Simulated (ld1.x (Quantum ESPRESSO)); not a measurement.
## S: excitation energies, all-electron against ultrasoft

- Element: sulfur (S)
- Generator: ld1.x (Quantum ESPRESSO) 7.5
- Type: ultrasoft
- Functional: PBEsol
- Relativity: scalar-relativistic
- Frozen core: [Ne]
- Valence charge: 6
- Reference configuration: 3s2 3p3 (charge +1)
- Partial waves: 3s (bound): rcut 1.15, rcutus 1.30 bohr; 3s channel at 1.15 Ry: rcut 1.15, rcutus 1.30 bohr; 3p (bound): rcut 1.65, rcutus 1.75 bohr; 3p channel at 0.05 Ry: rcut 1.65, rcutus 1.75 bohr
- Local potential: all-electron potential smoothed inside 1.55 bohr (lloc = -1)
- Core correction: a·sin(br)/r model core, default radius (core density twice the valence density)
- Augmentation charge: built from norm-conserving waves at rcut, not smoothed further

Energies are relative to the spin-unpolarised reference configuration 3s2 3p3; without spin polarisation the order of configurations can differ from experiment.

(1) Give the all-electron excitation energy and the error of the potential for: 3s2 3p4; 3s2 3p2; 3s2 3p1; 3s1 3p5; 3s2 3p4.3; 3s2 3p0; 3s0 3p6.

Levels in the configuration 3s1 3p5:

| level | all-electron (eV) | pseudo (eV) |
| --- | --- | --- |
| 3s | -17.871 | -17.877 |
| 3p | -7.530 | -7.532 |

Results:

(1)

| valence configuration | charge | ΔE all-electron (eV) | error AE − PS (meV) |
| --- | --- | --- | --- |
| 3s2 3p4 | 0 | -11.733 | +2.7 |
| 3s2 3p2 | +2 | 22.241 | +4.8 |
| 3s2 3p1 | +3 | 56.241 | +36 |
| 3s1 3p5 | 0 | -1.454 | +0.4 |
| 3s2 3p4.3 | -0.3 | -13.433 | +3.5 |
| 3s2 3p0 | +4 | 103.000 | +121 |
| 3s0 3p6 | 0 | 8.946 | -6.3 |
